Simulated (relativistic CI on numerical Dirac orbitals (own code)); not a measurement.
Hyperfine structure of Pr55+, mass number 141

Computed by Dirac-Coulomb-Breit CI, orbitals from a KLI potential per configuration, model QED (radiative potential, 1s self-energy scaled to tabulated hydrogen-like ionisation energies), unscaled Slater integrals (own radial code, finite nucleus).

Configurations in the expansion (outside the closed core 1s2): 2s², 2s2p, 2p², 2p3s, 2p3p, 2s3s, 2s3p, 2s3d, 2s4s, 2s4p, 2s4d, 2s4f, 3s², 3s3p, 3p². Levels of other configurations are missing.

Nuclear spin I = 5/2, μ = 4.266 μN, Q = -0.0589 b (tables of Stone and Pyykkö). The electronic factors are computed for point nuclear moments, without core polarisation or the Bohr-Weisskopf and QED corrections.

| Level | E (eV) | A (GHz) | B (GHz) |
| --- | --- | --- | --- |
| 2s2p ³P°1 | 145.21 | 10300 | 5.98 |
| 2s2p ³P°2 | 657.11 | 4484 | -47.8 |
| 2s2p ¹P°1 | 727.78 | -2933 | -29.9 |
| 2p² ³P1 | 848.44 | -370.1 | -23.8 |
| 2p² ¹D2 | 865.19 | 1784 | -42.8 |
| 2p² ³P2 | 1396.41 | 723.8 | -4.62 |
| 2s3s ³S1 | 6579.46 | 10220 | 0.0355 |
| 2s3p ³P°1 | 6638.11 | 8665 | 0.0568 |

Levels with J = 0, under 50 % of one LS term, or S terms without an open s electron are left out. Small factors come from cancelling terms and can be off by tens of per cent or more.

At this charge energies of transitions that change n are usually good to better than 1 %, and those within a shell (Δn = 0) to a few per cent.

Give the hyperfine levels of 2s2p ³P°1 relative to its centre of gravity.

With K = F(F + 1) − I(I + 1) − J(J + 1), E = AK/2 + B[¾K(K + 1) − I(I + 1)J(J + 1)]/[2I(2I − 1)J(2J − 1)]: F = 3/2: -36050, F = 5/2: -10300, F = 7/2: 25750 GHz.

LS names give the leading component of a level, which can be under half, so a name can repeat, a term be missing and a line seem to break the LS rules.
